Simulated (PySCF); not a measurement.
H2O3S, SMILES O=S(O)O. Atoms are numbered in the order given.

```xyz
6

O     -0.3222     1.3844     0.0000
S      0.4434     0.1205     0.0000
O     -0.1521    -0.7609     1.2732
O     -0.1521    -0.7609    -1.2732
H     -1.0418    -0.4141     1.4798
H     -1.0418    -0.4141    -1.4798
```

The structure is a stationary point at B3LYP-D3(BJ)/def2-SVP. One conformer was computed; it need not be the lowest.

The numbers are results of B3LYP/pcJ-1 (PySCF), not measurements.

Isotropic couplings with Fermi-contact, spin-dipole and both spin-orbit terms, one fixed conformer, no vibrational averaging. Isotopes: 1H.

### Question
Estimate the spin–spin coupling constants. (Estimate from the structure and the level; the computed values follow.)

### Answer

```csv
pair,bonds apart,J (Hz)
H5–H6,4,-0.4
```
